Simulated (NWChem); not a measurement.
System: C2H5ISi; SMILES [SiH3]/C=C\I

```xyz
9

Si     0.6213    -2.4784     0.0000
C     -1.0840    -1.6852     0.0000
C     -1.3642    -0.3811     0.0000
I      0.0852     1.1380     0.0000
H      1.3906    -2.0800     1.2168
H      0.4386    -3.9609     0.0000
H      1.3906    -2.0800    -1.2168
H     -1.9614    -2.3469     0.0000
H     -2.3780     0.0293     0.0000
```
Atoms are numbered in this order, from 1.

Level: PBE0/def2-SVP with def2 effective core potentials on I (NWChem), optimised geometry, unscaled harmonic frequencies. def2 effective core potentials on I; no spin-orbit coupling.

```tsv
frequency (cm⁻¹)	IR intensity (km/mol)
107	0.0
108	0.3
305	0.1
379	2.2
561	20.9
604	1.7
633	37.9
712	103.0
764	59.3
917	223.2
936	36.5
942	45.7
963	0.2
1133	1.9
1271	49.4
1650	103.5
2235	51.1
2239	89.4
2242	116.7
3153	0.5
3220	1.5
```

| Quantity | Result |
|---|---|
| zero-point energy | 35.8 kcal/mol |
| thermal correction to the enthalpy at 298.15 K (with zero-point energy) | 40.1 kcal/mol |
| heat capacity Cv | 19.9 cal/(mol K) |
| entropy at 298.15 K and 1 atm (symmetry number 1) | 80.8 cal/(mol K) |

Rigid rotor and harmonic oscillator.
